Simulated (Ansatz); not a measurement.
Reaction (silylene formation by 1,1-elimination): `C[SiH2]N(C)C` → CH₄ + `CN(C)[SiH]`

Computed with Ansatz on PBE0-D4/def2-TZVP structures; ΔE is electronic, products minus reactants. CBS: MP2 limit from def2 TZ/QZ plus the TZ coupled-cluster correction, frozen cores. This one scheme is used for every species. Functionals use def2-TZVPP. One conformer a species, not always the lowest.

Is it downhill or uphill in electronic energy at CCSD(T)/CBS, and by how much? (Estimate.)

Computed: Uphill: ΔE = +137.7 kJ/mol.

What do these levels give: BLYP-D4, r2SCAN-D4, r2SCANh-D4, ωB97M-V, r2SCAN, PBE0, LC-ωPBE, RPA@PBE/def2-TZVPP, CCSD(T)/def2-SVP, SCS-MP2/def2-TZVPP, HF/def2-QZVPP, CCSD/CBS(def2)? (Estimate.)

The calculation gave: BLYP-D4 113.0, r2SCAN-D4 147.9, r2SCANh-D4 151.4, ωB97M-V 135.9, r2SCAN 145.3, PBE0 138.6, LC-ωPBE 156.2, RPA@PBE/def2-TZVPP 117.8, CCSD(T)/def2-SVP 115.9, SCS-MP2/def2-TZVPP 137.3, HF/def2-QZVPP 136.9, CCSD/CBS(def2) 139.3 kJ/mol.

Largest T1 diagnostic among the species: 0.015.

The D4 term adds +12.3 kJ/mol with B3LYP and +7.1 kJ/mol with PBE0; it sums over pairs of atoms, weighted by their polarisabilities, and B3LYP, whose exchange is more repulsive, gets the larger term. At CCSD(T), def2-SVP lies −21.8 kJ/mol from the extrapolated value and def2-TZVPP −5.9 kJ/mol. Leaving LDA and LC-ωPBE aside and taking each functional with its dispersion term where it has one, the values, not all of them listed here, spread over 43.6 kJ/mol, from BLYP-D4 to r2SCAN0-D4. LDA lies +31.2 kJ/mol from PBE without D4.

B3LYP here is the variant with VWN-RPA as its local correlation; programs differ in this.
